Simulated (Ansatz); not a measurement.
SiEt(OAc)3 (C8H14O6Si), relaxed as a singlet with RKS PBE-D4/def2-SVP in Ansatz, starting from the GFN2-xTB geometry. Force threshold 0.03 eV/Å.

Start:

```xyz
29

Si    0.014   -0.064    0.347
C    -0.989   -0.748    1.799
C    -0.717   -2.229    2.073
H    -2.056   -0.607    1.615
H    -0.746   -0.181    2.698
H    -1.338   -2.582    2.893
H    -0.929   -2.829    1.192
H     0.325   -2.373    2.345
O     1.625   -0.397    0.333
C     2.462   -0.380    1.378
C     3.867   -0.711    0.968
O     2.101   -0.143    2.495
H     4.542   -0.576    1.807
H     4.160   -0.076    0.136
H     3.901   -1.744    0.630
O    -0.040    1.575    0.155
C    -1.111    2.188   -0.372
C    -0.780    3.544   -0.907
O    -2.189    1.662   -0.405
H    -1.686    4.121   -1.059
H    -0.279    3.394   -1.863
H    -0.096    4.054   -0.235
O    -0.557   -0.807   -1.008
C    -0.830   -0.251   -2.199
C    -1.889   -1.014   -2.935
O    -0.290    0.743   -2.593
H    -1.893   -0.734   -3.983
H    -2.848   -0.753   -2.488
H    -1.734   -2.082   -2.816
```

```tsv
step	energy (eV)	largest force component (eV/Å)	SCF passes
1	-28644.2565	2.271	24
2	-28644.5727	1.279	21
3	-28644.6316	0.336	22
4	-28644.6426	0.284	21
5	-28644.6598	0.150	21
6	-28644.6749	0.163	21
7 (rejected)	-28644.6745	0.709	21
8	-28644.6773	0.193	21
9	-28644.6816	0.152	22
10 (rejected)	-28644.6813	0.201	22
11	-28644.6833	0.047	23
12	-28644.6838	0.053	22
13	-28644.6845	0.033	22
14	-28644.6848	0.023	22
15	-28644.6850	0.028	22
16	-28644.6851	0.043	23
17	-28644.6854	0.022	24
```

Force components are those of the run's own axes.

End:

```xyz
29

Si   -0.0798   -0.0673    0.3482
C    -0.9501   -0.6445    1.8818
C    -0.8651   -2.1607    2.1165
H    -2.0032   -0.3051    1.7773
H    -0.5081   -0.0796    2.7292
H    -1.4283   -2.4564    3.0246
H    -1.2853   -2.7298    1.2620
H     0.1839   -2.4949    2.2569
O     1.5431   -0.6010    0.2042
C     2.4413   -0.2877    1.1802
C     3.8266   -0.7786    0.8488
O     2.1263    0.3227    2.1850
H     4.5137   -0.5656    1.6855
H     4.1837   -0.2754   -0.0724
H     3.8039   -1.8645    0.6311
O     0.0346    1.6235    0.1453
C    -1.0999    2.3061   -0.1770
C    -0.8069    3.7104   -0.6232
O    -2.2004    1.7851   -0.1245
H    -1.7436    4.2871   -0.7102
H    -0.3104    3.6508   -1.6137
H    -0.0985    4.2026    0.0703
O    -0.8181   -0.8415   -0.9741
C    -0.8486   -0.3966   -2.2660
C    -1.6686   -1.3146   -3.1366
O    -0.2916    0.6168   -2.6343
H    -1.6104   -0.9885   -4.1893
H    -2.7234   -1.2926   -2.7935
H    -1.3169   -2.3601   -3.0319
```

By distances, no bond broke or formed. The bond that changes most is Si1–O9, from 1.65 to 1.71 Å (atoms count from 1).

The force fell under the threshold at step 14, but the optimiser went on. No frequencies were taken in this run, so the end may be a saddle point.

It took 84 s on 4 threads of Arm Neoverse V1 on a shared host.
